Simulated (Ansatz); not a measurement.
Cd₂O₂⁻, relaxed as a doublet with UKS PBE0-D4/def2-TZVPD in Ansatz, starting from the GFN1-xTB geometry. Force threshold 0.02 eV/Å.

In the def2 sets Cd takes a core potential; there is no spin–orbit coupling. The structure comes from a short search, and lower isomers may exist.

Start:

```xyz
4

Cd   -0.1471    0.0789    2.0146
Cd    0.0503   -0.0319   -0.8511
O    -0.3356   -1.9131   -0.5210
O     0.4324    1.8662   -0.6426
```

```tsv
step	energy (eV)	largest force component (eV/Å)	SCF passes
1	-13219.7370	0.572	161
2	-13219.8314	0.315	52
3	-13219.8876	0.139	59
4	-13219.9462	0.280	68
5	-13220.0448	0.298	58
6	-13220.2083	0.600	59
7	-13220.4113	0.451	56
8	-13220.5261	0.751	87
9	-13220.6194	0.327	104
10	-13220.6307	0.691	59
11	-13220.6693	0.127	49
12	-13220.6703	0.076	48
13	-13220.6709	0.017	47
```

Force components are those of the run's own axes.

End:

```xyz
4

Cd   -0.456   -1.304    2.407
Cd    0.152    0.445   -0.768
O    -0.248   -1.130    0.268
O     0.553    1.990   -1.906
```

Bonds lost: Cd1–Cd2 (atoms count from 1). Bonds formed: Cd1–O3 (atoms count from 1).

No frequencies were taken in this run, so the end may be a saddle point.

It took 2.3 min on 4 threads of Intel Xeon on a shared host, peak host memory 0.72 GiB.
